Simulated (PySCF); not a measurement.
CuH, SMILES [CuH] (connectivity only; charge and spin as stated), neutral, multiplicity 1.

Geometry: PBE0-D3(BJ)/def2-TZVPD. The spin state was assumed, not searched.

Computed with PySCF with PBE0-D3(BJ)/def2-TZVPD.

Frequencies are harmonic and unscaled.

```
mode  ν (cm⁻¹)  IR (km/mol)  Raman (Å⁴/amu)  depolarisation  moving atoms (share of kinetic energy)
----  --------  -----------  --------------  --------------  --------------------------------------
1         1865         65.9           104.8            0.40                                  H 98 %
```
